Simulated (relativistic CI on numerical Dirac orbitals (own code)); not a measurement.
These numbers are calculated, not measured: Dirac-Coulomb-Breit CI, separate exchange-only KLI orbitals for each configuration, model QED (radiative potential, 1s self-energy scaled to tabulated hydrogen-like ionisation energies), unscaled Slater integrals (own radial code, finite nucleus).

The strongest absorption lines from the ground level of an ion, among the configurations computed and to levels below about 15600 eV (vacuum wavelength in nm, gf): 0.09891 (0.65), 0.11350 (1.3), 0.11355 (1.6), 0.11357 (0.62), 0.11544 (0.71), 0.12960 (1.7), 0.13010 (2.2), 0.13011 (2.6).

Question: Which ion is it?
A. Fr78+
B. Tm60+
C. Re64+
D. Re66+

Answer: D. Re66+ has 9 electrons and the ground level 2s2 2p5 2P°_3/2; the strongest line goes to 2s2 2p4 3d 2D_5/2. The pattern of lines fixes the number of electrons, and along that sequence the line energies rise steadily with the charge (about as its square where n changes within one kind of shell, about linearly where n is kept but much faster in heavy ions where fine structure, which grows about as Z⁴, sets the gap, and irregularly where shells cross), which fixes Z. Configurations outside the model, such as inner-shell arrays, can give stronger lines. At this charge energies of transitions that change n are usually good to better than 1 %, and those within a shell (Δn = 0) to a few per cent.

LS names give the leading component of a level, which can be under half, so a name can repeat, a term be missing and a line seem to break the LS rules.
